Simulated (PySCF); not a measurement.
A structure optimised at ωB97X-D3(BJ)/def2-SVP, used in a PySCF frequency run:

```
C
F 1 1.3619
F 1 1.3700 2 106.62
C 1 1.5092 2 109.49 3 -118.34
H 4 1.0976 1 109.84 2 -62.18
H 4 1.0990 5 109.59 1 -119.19
H 4 1.0991 5 109.44 6 -119.86
C 1 1.5246 2 108.75 3 113.40
H 8 1.0977 1 109.51 2 -173.23
H 8 1.0980 9 109.48 1 -118.47
Cl 8 1.7744 9 108.73 10 -118.64
```
Charge 0, spin multiplicity 1.

Q: Write its SMILES and formula.

A: CC(F)(F)CCl, C3H5ClF2

Q: What are its rotational constants (standard atomic weights)?

A: 4.8514, 1.7548, 1.7197 GHz
